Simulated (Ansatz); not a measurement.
Reaction (redistribution): `[SiH3][CH2][ZnH]` + `C[O][Ga]([NH2])[Cl]` → `[NH2][Ga]([Cl])[O][SiH3]` + `C[CH2][ZnH]`

Isolated molecules relaxed with PBE0-D4/def2-TZVP in Ansatz; ΔE leaves out vibrations. CBS: MP2 limit from def2 TZ/QZ plus the TZ coupled-cluster correction, frozen cores. For Ga, Zn outer-core shells are correlated without core-valence functions, which leaves a few kJ/mol of doubt a bond. Scalar relativity is left out up to krypton. Each species was taken in one conformer, which may not be the lowest.

```
             level  ΔE (kcal/mol)
   CCSD/def2-TZVPP          -31.6
CCSD(T)/def2-TZVPP          -30.9
```

Q: What does CCSD(T)/CBS give? (Best estimate.)

A: Ansatz gave: -31.2 kcal/mol. The listed levels differ from it by -0.4, 0.3 kcal/mol.

Largest T1 diagnostic among the species: 0.014.

In def2-TZVPP, CCSD(T) changes the Hartree–Fock value by +3.0 kcal/mol (the triples alone add +0.6 kcal/mol) and MP2 by +1.7 kcal/mol. From PBE to PBE0 (25 % exact exchange), in def2-TZVPP and without D4, ΔE moves by −1.5 kcal/mol.

CCSD(T)/CBS has its own doubt, a few kJ/mol and more with outer-core shells, so smaller differences from it don't rank the levels.
